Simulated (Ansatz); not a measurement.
Na₆H₆⁻. Total charge -1; doublet. Geometry PBE-D4/def2-SVP, that of the neutral singlet; atoms count from 1.

```xyz
12

Na   -0.2322   -0.6267    2.3025
Na    2.0423    1.2538    0.1447
Na   -2.0415   -1.2492   -0.1416
Na    0.2332    0.6218   -2.2992
Na   -1.5646    1.8153   -0.0679
Na    1.5621   -1.8142    0.0640
H    -0.4102   -2.3453    0.7505
H     0.4106    2.3448   -0.7481
H     1.7970   -0.1992    1.7191
H    -1.9599    0.3805    1.4940
H    -1.7994    0.2017   -1.7209
H     1.9625   -0.3835   -1.4970
```

The highest occupied level of the charge -1 doublet lies above zero (up to 0.54 eV). Energy differences put its binding near zero (0.01 eV; vertical, against the charge 0 singlet, at PBE0-D4/def2-TZVPD), which leaves it undecided. The structure comes from a short search, and lower isomers may exist.

(1) Estimate the Mulliken populations from the PBE0/def2-TZVPD orbitals of Ansatz.

(2) Where does the spin sit?

Results:

(1) 
```json
{"atom": "Na1", "charge (e)": "0.45", "spin (α − β)": "0.17"}
{"atom": "Na2", "charge (e)": "0.45", "spin (α − β)": "0.17"}
{"atom": "Na3", "charge (e)": "0.45", "spin (α − β)": "0.17"}
{"atom": "Na4", "charge (e)": "0.45", "spin (α − β)": "0.17"}
{"atom": "Na5", "charge (e)": "0.45", "spin (α − β)": "0.17"}
{"atom": "Na6", "charge (e)": "0.46", "spin (α − β)": "0.17"}
{"atom": "H7", "charge (e)": "-0.62", "spin (α − β)": "0.00"}
{"atom": "H8", "charge (e)": "-0.62", "spin (α − β)": "0.00"}
{"atom": "H9", "charge (e)": "-0.62", "spin (α − β)": "0.00"}
{"atom": "H10", "charge (e)": "-0.62", "spin (α − β)": "0.00"}
{"atom": "H11", "charge (e)": "-0.62", "spin (α − β)": "0.00"}
{"atom": "H12", "charge (e)": "-0.62", "spin (α − β)": "0.00"}
```
Mulliken values depend strongly on the basis. With diffuse functions, as here, like atoms can get unlike values, and bond orders can come out too low or too high.

(2) Summed by element: Na 1.03, H -0.03, of 1 unpaired in all. Largest on single atoms: Na1 0.17, Na5 0.17, Na2 0.17.
